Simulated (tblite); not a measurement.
Cost of one run: tight-binding relaxation, `C#CCN(C)[SiH2]B(C)C`.

Method: GFN2-xTB geometry optimisation, gas phase (tblite 0.8.0). Work: L-BFGS relaxation. A driver script takes a list of jobs; this job's settings line and coordinates (Å) are shown.

Command:
```bash
OMP_NUM_THREADS=1 python probes_run.py task.json out
```

Input:
```
{"job": {"kind": "relax", "xc": "GFN2-xTB", "basis": "xTB"}, "charge": 0, "multiplicity": 1}
C      2.711600     0.461200    -1.919000
C      2.213600    -0.497200    -1.383500
C      1.638200    -1.668800    -0.689000
N      0.887300    -1.099200     0.433800
C      1.934400    -0.596900     1.324300
Si     0.069700     0.341000    -0.238300
B     -1.772400     0.479600     0.390200
C     -2.384900     1.949300     0.335000
C     -2.738600    -0.687600    -0.105900
H      3.114400     1.324700    -2.399900
H      2.400300    -2.321900    -0.269600
H      0.938000    -2.188200    -1.393700
H      2.951300    -0.743200     0.882500
H      1.841500     0.527100     1.394600
H      1.946100    -1.046100     2.312400
H      0.800900     1.558900     0.143200
H     -0.033200     0.207900    -1.710300
H     -2.603600     2.261300     1.369700
H     -3.327800     1.932800    -0.286500
H     -1.674000     2.675600    -0.099100
H     -2.169000    -1.570200    -0.384300
H     -3.480400    -0.982500     0.659300
H     -3.268300    -0.290500    -0.996800
```

Hardware: an Arm Neoverse N1 with one thread, no GPU, shared host with 64 logical CPUs at a one-minute load of 60.

**Question.** What wall time should be expected on this hardware?

**Answer.** About 3.8 s. The run took 234 evaluations, 16 ms each.

The host was shared with other jobs, so the times are rough.

The run converged: energy lowered by 40.0 kcal/mol over 233 steps; largest atomic force 0.009 eV/Å at the end.
